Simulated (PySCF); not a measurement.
C₇H₆BF₃, SMILES Bc1ccc(C(F)(F)F)cc1, singlet, GFN2-xTB optimised geometry.

```
17

B     -1.54    -2.49     0.00
C     -0.73    -1.17     0.00
C     -1.37     0.08     0.00
C     -0.66     1.26     0.00
C      0.73     1.22     0.00
C      1.51     2.50    -0.03
F      1.74     2.92    -1.29
F      2.71     2.40     0.56
F      0.87     3.52     0.58
C      1.40     0.00     0.00
C      0.67    -1.17     0.00
H     -0.98    -3.52     0.00
H     -2.71    -2.46     0.00
H     -2.45     0.11     0.00
H     -1.17     2.21     0.00
H      2.48    -0.01     0.00
H      1.19    -2.11     0.00
```

Density from PBE0/def2-SVP (PySCF) at that geometry.

Minimum of the electron density along straight lines between bonded atoms, close to the bond critical point (lines longer than 1.1 times the sum of covalent radii, or with two minima, are not listed):

```csv
bond,length / Å,ρ at the minimum / e bohr⁻³,∇²ρ there / e bohr⁻⁵,position (fraction from the first atom)
B1–C2,1.551,0.186,-0.08,0.32
C2–C3,1.402,0.304,-0.77,0.49
C3–C4,1.381,0.315,-0.81,0.50
C4–C5,1.389,0.309,-0.78,0.49
C5–C6,1.502,0.271,-0.71,0.47
C6–F7,1.349,0.272,-0.29,0.34
C6–F8,1.342,0.275,-0.23,0.34
C6–F9,1.342,0.275,-0.23,0.34
C5–C10,1.389,0.309,-0.78,0.51
C2–C11,1.402,0.304,-0.77,0.49
C10–C11,1.382,0.315,-0.81,0.50
B1–H12,1.168,0.182,-0.14,0.43
B1–H13,1.168,0.182,-0.14,0.43
C3–H14,1.080,0.286,-1.11,0.64
C4–H15,1.080,0.285,-1.11,0.64
C10–H16,1.080,0.285,-1.11,0.64
C11–H17,1.080,0.286,-1.11,0.64
```
